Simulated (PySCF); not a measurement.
LDA on In- (indium, charge -1), [Kr] 4d10 5s2 5p2, high-spin 3P determinant. All numbers are calculated (PySCF 2.14, scalar relativity by spin-free X2C-1e, in aug-cc-pVQZ-DK3 (9s8p6d3f2g, 102 functions)).

```
cycle= 1 E= -5874.89231023133  delta_E= -0.0196  |g|= 0.0811  |ddm|= 6.64
cycle= 2 E= -5874.89102237735  delta_E= 0.00129  |g|= 0.068  |ddm|=  1.9
cycle= 3 E= -5874.8933716168  delta_E= -0.00235  |g|= 0.0177  |ddm|= 1.12
cycle= 4 E= -5874.89413223771  delta_E= -0.000761  |g|= 0.00439  |ddm|= 0.451
cycle= 5 E= -5874.89413758178  delta_E= -5.34e-06  |g|= 0.000301  |ddm|= 0.0821
cycle= 6 E= -5874.89413776524  delta_E= -1.83e-07  |g|= 0.000104  |ddm|= 0.00278
cycle= 7 E= -5874.89413779325  delta_E= -2.8e-08  |g|= 7.66e-06  |ddm|= 0.0021
cycle= 8 E= -5874.89413779348  delta_E= -2.35e-10  |g|= 2.79e-07  |ddm|= 0.000275
converged SCF energy = -5874.89413779348  <S^2> = 2.0007471  2S+1 = 3.000498
```

Highest occupied orbital energy: 1.099 eV; ⟨L²⟩ = 2.00; populations by l: s 10.00, p 20.00, d 20.00, f 0.00.

(1) Can this result be used?

## Answers

(1) With care. Self-consistency was reached. At LDA the highest occupied level has a positive energy, so only the finite basis holds that electron; in a semilocal or global hybrid functional this comes from self-interaction and does not mean that the real anion is unbound.
